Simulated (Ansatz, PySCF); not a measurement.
Ligands exchanged one at a time, In H-OH. All species are isolated molecules in the gas phase. One relaxed conformer stands for each flexible species; it need not be the lowest. Strings in code marks are SMILES.

Quantity: vertical ionisation energy (energy after one electron is removed minus that of the parent at the parent's geometry), in eV.

Level 1: frozen-core CCSD(T)/def2-TZVPP // B3LYP-D3(BJ)/def2-TZVP (Ansatz, a quantum-chemistry and plane-wave program)
Level 2: PBE-D3(BJ)/def2-TZVP // B3LYP-D3(BJ)/def2-TZVP (PySCF)
Level 3: frozen-core MP2/def2-TZVPP // B3LYP-D3(BJ)/def2-TZVP (Ansatz)
Level 4: minus the HOMO energy of B3LYP/6-31G* (LANL2DZ on In) // B3LYP-D3(BJ)/def2-TZVP (PySCF)

```tsv
species	level 1	level 2	level 3	level 4
`[OH][InH2]`	10.68	10.20	10.94	7.44
```
